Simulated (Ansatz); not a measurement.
The pair A = C2H6 (SMILES CC) (first 8 atoms), B = CH6Si (SMILES C[SiH3]); geometry from B3LYP-D3(BJ)/def2-TZVP.
(charge 0, multiplicity 1):
```csv
atom,x (Å),y (Å),z (Å)
C,0.8788,0.0867,0.4553
C,-0.5102,0.6818,0.2449
H,1.5568,0.3666,-0.3534
H,0.8417,-1.0033,0.4944
H,1.3262,0.4323,1.3894
H,-0.4775,1.7731,0.2272
H,-1.1953,0.3836,1.0403
H,-0.9429,0.3503,-0.7010
C,-0.4893,0.8591,4.1542
Si,-0.1254,-0.9772,4.0299
H,0.0263,1.2975,5.0106
H,-1.5594,1.0345,4.2789
H,-0.1638,1.3859,3.2564
H,1.3272,-1.2139,3.8493
H,-0.8430,-1.5797,2.8811
H,-0.5604,-1.6741,5.2655
```

Correlated levels freeze the cores.

Run with Ansatz (Gaussian orbitals). Values without a source in brackets are computed.

Total energies (hartree), monomers frozen at their geometry in the pair:

| structure | HF/aug-cc-pV(D+d)Z | MP2/aug-cc-pV(D+d)Z | CCSD(T)/aug-cc-pV(D+d)Z |
|---|---|---|---|
| AB | -409.5366681 | -410.1257153 | -410.2240262 |
| A in the pair's basis | -79.2374997 | -79.5516640 | -79.5980484 |
| B in the pair's basis | -330.3012603 | -330.5721569 | -330.6240718 |
| A | -79.2372553 | -79.5507198 | -79.5971139 |
| B | -330.3008755 | -330.5709327 | -330.6228215 |

Q: Work out the interaction energy without and with the counterpoise correction, and the superposition error, for each level.

A: 
E(AB) − E(A) − E(B), times 627.509 kcal/mol, with the monomers in their own basis and then in the pair's basis:
- HF/aug-cc-pV(D+d)Z: 0.92 uncorrected, 1.31 corrected; the monomers gain 0.39 kcal/mol from borrowed functions
- MP2/aug-cc-pV(D+d)Z: -2.55 uncorrected, -1.19 corrected; the monomers gain 1.36 kcal/mol from borrowed functions
- CCSD(T)/aug-cc-pV(D+d)Z: -2.57 uncorrected, -1.20 corrected; the monomers gain 1.37 kcal/mol from borrowed functions

Ansatz is a first-principles code.
